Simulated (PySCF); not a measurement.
Atoms are numbered as in `[CH3:1][NH:2][P:3]1(=[N:4][SiH3:5])[CH:6]=[CH:7][CH:8]=[CH:9]1`. Each H is labelled by its parent atom.

PySCF 2.14 calculation with PBE0/pcSseg-1 with gauge-including orbitals and geometry from GFN2-xTB; gas phase, no relativistic terms, one computed conformer, one averaged value for each set of equivalent atoms.

Predict the 2D correlation tables (HSQC, COSY, HMBC).

## Answers



HSQC (one-bond C–H):
| δH | δC |
| --- | --- |
| 6.88 (H(C7)/H(C8)) | 147.2 (C7/C8) |
| 5.96 (H(C6)/H(C9)) | 137.1 (C6/C9) |
| 2.61 (H(C1)) | 27.9 (C1) |

COSY cross peaks (H two or three bonds apart, from the bond graph; peaks can be absent where the dihedral angle is near 90°):
| δH | δH |
| --- | --- |
| 6.88 (H(C7)/H(C8)) | 5.96 (H(C6)/H(C9)) |

HMBC (two and three bonds, from the bond graph):
| δH | δC |
| --- | --- |
| 6.88 (H(C7)/H(C8)) | 147.2 (C7/C8), 137.1 (C6/C9) |
| 5.96 (H(C6)/H(C9)) | 147.2 (C7/C8), 137.1 (C6/C9) |

Scale: 1H (σ = 31.72 ppm) and 13C (σ = 186.93 ppm) vs TMS (reference shieldings calculated alike).

OH/NH shifts are gas-phase values; hydrogen bonding in solution moves them, usually downfield. Shifts are as computed. Against solution values, carbons near 30 ppm lie about +3 ppm off and those near 130 ppm about +5 ppm. Of 1211 compounds with measured shifts, 218 miss one by over three times the rms of a fit or turn the order of signals round; such compounds aren't used in these exercises.
